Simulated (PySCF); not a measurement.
Here is a computed PBE0-D3(BJ)/def2-SVP geometry (Å):
```
Cl
Ge  1  2.1632
Cl  2  2.1637  1  107.42
Ge  2  2.4186  1  107.41  3   116.00
H   2  1.5366  1  107.02  3  -114.18
H   4  1.5365  2  109.25  1  -175.35
H   4  1.5369  2  109.14  1    63.97
H   4  1.5345  2  107.01  1   -55.59
```
Z-matrix in Å and degrees, rows numbered from 1.

Charge 0, singlet.

Read off the bonds between heavy atoms and their formal orders.

Cl1–Ge2 (single); Ge2–Cl3 (single); Ge2–Ge4 (single). Hydrogens: H5 on Ge2; H6, H7, H8 on Ge4.

Write the SMILES.

`[Cl][GeH]([Cl])[GeH3]`, Cl2Ge2H4.

Describe the place of each heavy atom.

Cl1/Cl3: chlorine bonded to Ge; Ge2: germanium bonded to 2 Cl, Ge and H; Ge4: germanium bonded to Ge and 3 H.

What is the arrangement about Ge2?

It has 4 neighbours (Cl1, Cl3, Ge4, H5) and is distorted tetrahedral (angles from 106.6° to 119.8°).

What is the arrangement about Ge4?

It has 4 neighbours (Ge2, H6, H7, H8) and is tetrahedral (angles from 107.0° to 110.6°).
